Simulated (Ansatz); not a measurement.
Consider the ligand exchange at a Ga–Cl bond: `C[O][Ga]([SH])[Cl]` + H₂S → `C[O][Ga]([SH])[SH]` + HCl.

Isolated molecules relaxed with PBE0-D4/def2-TZVP in Ansatz; ΔE leaves out vibrations. CBS: MP2 limit from def2 TZ/QZ plus the TZ coupled-cluster correction, frozen cores. This one scheme is used for every species. Functionals use def2-TZVPP. B3LYP here is the variant with VWN-RPA as its local correlation; programs differ in this. For Ga outer-core shells are correlated without core-valence functions, which leaves a few kJ/mol of doubt a bond. Scalar relativity is left out up to krypton. Each species was taken in one conformer, which may not be the lowest.

CCSD(T)/CBS gives +26.9 kJ/mol.

(1) Another level gave +28.1 kJ/mol. Which?
A. PBE-D4/def2-TZVPP
B. HF/def2-TZVPP
C. B3LYP/def2-TZVPP
D. PBE0/def2-TZVPP

Largest T1 diagnostic among the species: 0.013.

Answers

(1) D. PBE0 28.1, HF/def2-TZVPP 43.0, B3LYP 32.3, PBE-D4 24.0 kJ/mol.

The D4 term adds −3.1 kJ/mol with B3LYP and −1.8 kJ/mol with PBE0; it sums over pairs of atoms, weighted by their polarisabilities, and B3LYP, whose exchange is more repulsive, gets the larger term. In def2-TZVPP, CCSD(T) changes the Hartree–Fock value by −14.9 kJ/mol (the triples alone add −2.1 kJ/mol) and MP2 by −15.8 kJ/mol.

CCSD(T)/CBS has its own doubt, a few kJ/mol and more with outer-core shells, so smaller differences from it don't rank the levels.
